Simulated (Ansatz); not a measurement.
Compare A (`[SiH3][SiH2]BS`) with its isomer B (`[SiH3]BS[SiH3]`).

Isolated molecules relaxed with PBE0-D4/def2-TZVP in Ansatz; ΔE leaves out vibrations. CCSD(T)/CBS is the MP2 limit (def2-TZVPP, def2-QZVPP) plus CCSD(T) − MP2 in def2-TZVPP, frozen cores. DFT in def2-TZVPP. B3LYP here is the variant with VWN-RPA as its local correlation; programs differ in this. One conformer a species, not always the lowest.

**Question.** Which isomer does CCSD(T)/CBS put lower? Give the gap. (Best estimate.)

**Answer.** The calculation gave: B, by 39.1 kJ/mol.

**Question.** Give E(B) − E(A) in kJ/mol with B2PLYP, r2SCAN-D4, PBE-D4, CCSD(T)/def2-TZVPP, PBE0-D4, CCSD/def2-TZVPP, B3LYP-D4. (An estimate is asked.)

**Answer.** The calculation gave: B2PLYP -39.4, r2SCAN-D4 -32.6, PBE-D4 -25.5, CCSD(T)/def2-TZVPP -36.7, PBE0-D4 -29.5, CCSD/def2-TZVPP -37.6, B3LYP-D4 -35.8. None reverses the order clearly.

Largest T1 diagnostic: 0.016.

From PBE to PBE0 (25 % exact exchange), in def2-TZVPP and without D4, E(B) − E(A) moves by −4.2 kJ/mol. In def2-TZVPP, CCSD(T) changes the Hartree–Fock value by +12.4 kJ/mol (the triples alone add +0.9 kJ/mol) and MP2 by +4.0 kJ/mol.
